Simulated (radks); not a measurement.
The numbers below are computed, except where a source is named.
Problem. Isoelectronic series with 36 electrons, all held in the configuration [Kr], which need not be the ground one along the series. Level of theory: non-relativistic Kohn-Sham, PBE, spin-polarised, spherical densities, point nucleus (a radial shooting solver on a logarithmic mesh with Libxc functionals). Total energies (hartree) and screening constants sigma, defined by e = -(Z - sigma)^2 / (2 n^2) hartree:

ion,E (hartree),4p,4s,3d,3p
Kr,-2753.41611,32.696,30.894,28.575,24.698
Sr2+,-3132.33722,31.453,30.089,28.219,24.701
Zr4+,-3537.62295,30.765,29.532,27.915,24.641
Mo6+,-3969.15619,30.291,29.119,27.666,24.565
Ru8+,-4426.87035,29.937,28.798,27.460,24.486
Pd10+,-4910.72280,29.657,28.539,27.287,24.411
Cd12+,-5420.68424,29.430,28.324,27.141,24.341
Te16+,-6518.85510,29.080,27.988,26.905,24.218
Xe18+,-7107.03678,28.941,27.853,26.808,24.164
Ba20+,-7721.2692,28.821,27.735,26.723,24.115
Ce22+,-8361.5450,28.714,27.631,26.647,24.070
Nd24+,-9027.8579,28.620,27.538,26.578,24.029
Sm26+,-9720.2032,28.535,27.454,26.516,23.991

Estimate the row of Sn14+.

Solution. E (hartree) -5956.73358; 4p 29.241; 4s 28.143; 3d 27.015; 3p 24.277.
